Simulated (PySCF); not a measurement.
Excitations are Tamm–Dancoff values on a coarser integration grid. The basis has no diffuse functions, so Rydberg states are missing or too high.

BI3, SMILES `IB(I)I` (charge 0, multiplicity 1)

Level of theory: PBE-D3(BJ)/def2-TZVP (PySCF).

The HOMO comes out as -6.27 eV and the dipole moment is 0.00 D. The LUMO is -3.26 eV and the HOMO–LUMO gap comes out as 3.01 eV. The S1 excitation (TDA) comes out as 3.08 eV and the S1 oscillator strength is 0.000. The brightest of the four lowest singlets (TDA) is 4.29 eV. The T1 excitation (TDA) is 2.94 eV and the S1–T1 gap (TDA) is 0.15 eV. The total energy is -24979.88 eV and the cost is roughly 90 core-seconds.

Bonds (Å): I1–B2 2.125, B2–I3 2.125, B2–I4 2.125. Angles (°): I1–B2–I3 120.0, I1–B2–I4 120.0, I3–B2–I4 120.0.
Charge 0, spin multiplicity 1.
